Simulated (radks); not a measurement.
Problem. Species: the nitrogen anion N2-. Configuration: [He] 2s2 2p5. All-electron calculation, scalar-relativistic Kohn-Sham, LDA (Slater exchange, Perdew-Wang correlation), spin-polarised, spherical densities, point nucleus; open shells are filled with parallel spins first; Watson sphere of charge +2 and radius 3.46 bohr. Program: a radial shooting solver on a logarithmic mesh with Libxc functionals. Some entries of the table are withheld. Estimate them.

orbital  occ.  eigenvalue (eV)  <r> (bohr)
1s up       1        -375.9293      0.2313
1s down     1        -375.4268      0.2310
2s up       1              (1)       1.424
2s down     1              (2)       1.455
2p up       3          -4.4463       1.985
2p down     2          -3.5710       2.229

Solution. 
(1) 2s up eigenvalue (eV): -14.8468
(2) 2s down eigenvalue (eV): -13.6884
